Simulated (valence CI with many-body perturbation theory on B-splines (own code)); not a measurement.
# Mo3+: input, log and results

Computed by relativistic CI+MBPT: three valence electrons over a frozen Dirac-Fock core [Kr], a basis of 6 s, 6 p, 5 d, 5 f, 1 g functions for each j, with the one-electron correlation potential Σ1 (screened to all orders), the two-electron term Σ2, the three-electron term Σ3, Breit, model QED; selected single and double excitations, second order for the rest, scaled by the run's own slope (own B-spline code, finite nucleus).

Command, and the settings that its task file holds:

```sh
python run_cv.py task.json out
```

```
atom Mo  Z=42  mass_number=98  rms_radius_fm=4.4091
core [Kr]
valence 4d3
avg = 1
basis = S
breit = 1
cap = 20000
capref = 1200
cscale = 1
de = 0.0
dress = 0
eps = 2e-08
extrap = 1
h = 0.27
hh = 1
l2 = 3
lcore = 6
maxit = 60
n2 = 5
natural = 1
nlev = 30
nno = [3, 3, 3, 3, 1]
nroot = 26
nsp = [3, 3, 2, 2, 0]
pt2 = 1
qed = 1
rpa = 1
s1 = 1
s2 = 1
s3 = 1
screen = 1
tol = 2e-05
whole = 1
```

It took 63 s on 1 thread of Arm Neoverse N1, on a shared host.

Log. The first blocks belong to the next ion, which gives the ionisation energy. Fields: 2J, parity (1 odd), roots, reference size, generating configurations, candidates as configurations/state functions, variational space P, stored matrix elements, Davidson steps; e2 is the range of second-order energies in hartree. The first line gives the box (bohr), its intervals, the orbitals and the steps of their self-consistent field. Window is the range of levels sought, series limit the energy at which the first omitted orbital would enter, core excitation an estimate of the first excitation out of the core, left out the lowest levels not solved, and shifts from estimates the range by which levels moved from their first estimate, all in cm⁻¹.

```
rmax 17.7 intervals 64 orbitals 40 references ['4d3', '4d2 5s', '4d2 5p', '4d 5s2'] scf 8 t 2.2
2J=4 par=0 roots 2 ref 42 generators 8 cand 275/275 P 317/317 nnz 0 it 0
2J=4 par=0 roots 2 ref 42 generators 17 cand 14/14 P 331/331 nnz 0 it 0
   second order: generators 35 cand 4/4 e2 -0.00000 -0.00000
2J=6 par=0 roots 2 ref 32 generators 7 cand 240/240 P 272/272 nnz 0 it 0
2J=6 par=0 roots 2 ref 32 generators 17 cand 2/2 P 274/274 nnz 0 it 0
   second order: generators 33 cand 8/8 e2 -0.00000 -0.00000
2J=8 par=0 roots 2 ref 24 generators 5 cand 196/196 P 220/220 nnz 0 it 0
   second order: generators 26 cand 0/0 e2 -0.00000 -0.00000
reference levels 484, estimated 58, window 79842 1/cm; series limit 240809, core excitation 278980
2J=3 par=0 roots 9 ref 40 generators 11 cand 243/523 P 1296/2850 nnz 1.5e+06 it 5
2J=3 par=0 roots 9 ref 40 generators 75 cand 1266/3275 P 2562/6125 nnz 4.6e+06 it 8
   second order: generators 214 cand 2548/5055 e2 -0.00002 -0.00000
2J=5 par=0 roots 9 ref 42 generators 12 cand 290/673 P 1289/3209 nnz 1.9e+06 it 5
2J=5 par=0 roots 9 ref 42 generators 70 cand 1082/3370 P 2371/6579 nnz 5.6e+06 it 9
   second order: generators 211 cand 2956/6697 e2 -0.00003 -0.00000
2J=7 par=0 roots 6 ref 30 generators 7 cand 218/529 P 1141/2874 nnz 1.6e+06 it 8
2J=7 par=0 roots 6 ref 30 generators 37 cand 842/2721 P 1983/5595 nnz 4.3e+06 it 9
   second order: generators 128 cand 2808/6655 e2 -0.00003 -0.00000
2J=9 par=0 roots 5 ref 20 generators 6 cand 78/137 P 913/2005 nnz 0 it 4
2J=9 par=0 roots 5 ref 20 generators 26 cand 735/2226 P 1648/4231 nnz 2.7e+06 it 7
   second order: generators 118 cand 2486/5602 e2 -0.00003 -0.00001
2J=1 par=0 roots 5 ref 24 generators 5 cand 29/45 P 890/1368 nnz 0 it 4
2J=1 par=0 roots 5 ref 24 generators 70 cand 1697/2674 P 2587/4042 nnz 1.9e+06 it 8
   second order: generators 198 cand 1791/2537 e2 -0.00002 -0.00000
2J=11 par=0 roots 1 ref 6 generators 1 cand 38/108 P 456/992 nnz 0 it 0
2J=11 par=0 roots 1 ref 6 generators 3 cand 201/674 P 657/1666 nnz 0 it 4
   second order: generators 43 cand 2402/4928 e2 -0.00006 -0.00006
left out: unestimated 118294, estimated 109407, shifts from estimates -78 to 0
operators 5.3
```

The Davidson iterations converged.

Set against measurement, 31 paired levels are off by 776 cm⁻¹ on average, the worst by 2025. These come from a selection out of Sugar and Musgrove, J. Phys. Chem. Ref. Data 17, 155 (1988). Levels without a partner in it may be off by more, other configurations by 1,000 to 8,000 cm⁻¹. Only levels of the ground parity were solved; by the run's estimate the other parity begins above the list, which can be wrong where configurations are misplaced.

```
Valence energy                            : -6.005876 hartree
Ionisation energy                         : 40.005 eV (NIST: 40.33 ± 0.06 eV (semi-empirical))
Reference configurations for the orbitals : 4d3, 4d2 5s, 4d2 5p, 4d 5s2
Radial orbitals                           : 40
Box radius                                : 17.7 bohr
Largest variational space                 : 6579
Lowest levels                             : 4d³ ⁴F_3/2 0.0, 4d³ ⁴F_5/2 769, 4d³ ⁴F_7/2 1743, 4d³ ⁴F_9/2 2852, 4d³ ⁴P_1/2 11153, 4d³ ⁴P_3/2 11183, 4d³ ²G_7/2 11984, 4d³ ⁴P_5/2 12405, 4d³ ²G_9/2 12677, 4d³ ²P_3/2 15263, 4d³ ²P_1/2 15472, 4d³ ²H_9/2 16187, 4d³ ²H_11/2 16525, 4d³ ²D_5/2 [a] 17925 cm⁻¹
```

Names give the largest LS component (configuration and term), which can be under half, so a name can repeat, a term be missing and a line seem to break the LS rules; names also repeat where a configuration has a term twice. Letters in brackets count levels of one name in rising energy.
